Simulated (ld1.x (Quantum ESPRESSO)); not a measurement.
## What one change does to a pseudopotential (Sc (Z = 21), TM)

| Property | Result |
| --- | --- |
| Element | scandium (Sc) |
| Generator | ld1.x (Quantum ESPRESSO) 7.5 |
| Type | norm-conserving Troullier–Martins (Kleinman–Bylander form) |
| Functional | PBE |
| Relativity | scalar-relativistic |
| Frozen core | [Ne] 3s2 |
| Valence charge | 9 |
| Reference configuration | 3p6 3d1 4s1.5 4p0 (charge +0.5) |
| Partial waves | 3p (bound): rc 1.00 bohr; 3d (bound): rc 1.55 bohr; 4s (bound): rc 2.35 bohr |
| Local potential | the s channel |
| Core correction | none |

All-electron outer shells of the reference configuration (PBE, scalar-relativistic, ld1.x):

| shell | level (eV) | outermost node (bohr) | outermost maximum (bohr) |
| --- | --- | --- | --- |
| 3s | -58.35 | 0.42 | 0.92 |
| 3p | -36.94 | 0.39 | 0.97 |
| 4s | -6.87 | 1.32 | 3.02 |
| 3d | -6.44 | – | 1.10 |
| 4p | -3.80 | 1.48 | 3.74 |

Change: core [Ar], valence charge 3; reference 3d1 4s2 4p0; waves now 4p (bound): rc 3.30 bohr; 3d (bound): rc 1.80 bohr; 4s (bound): rc 2.85 bohr; core correction a·sin(br)/r model core inside 0.90 bohr.

Cutoffs: the cutoffs (Ry, on a coarse ladder) from which the occupation-weighted sum of valence levels, in a spherical-Bessel basis at the reference potential, stays within 10 and 1 mRy of its value at 400 Ry; they do not see the model core or the augmentation charge, which bear on the density cutoff. Errors are all-electron minus pseudo energies relative to the spin-unpolarised reference configuration.

Problem. What does the change do?

Solution. The potential gets softer (80 Ry and 140 Ry → 50 Ry and 70 Ry); neither file shows a bound ghost. The shells moved into the core no longer need plane waves of their own. Several settings change at once here, so the effects cannot be laid on one of them.

```csv
quantity,base,changed
"cutoff, loose",80 Ry,50 Ry
"cutoff, tight",140 Ry,70 Ry
bound ghosts,none,none
"largest error over its own tests, meV",-1027,-371
```
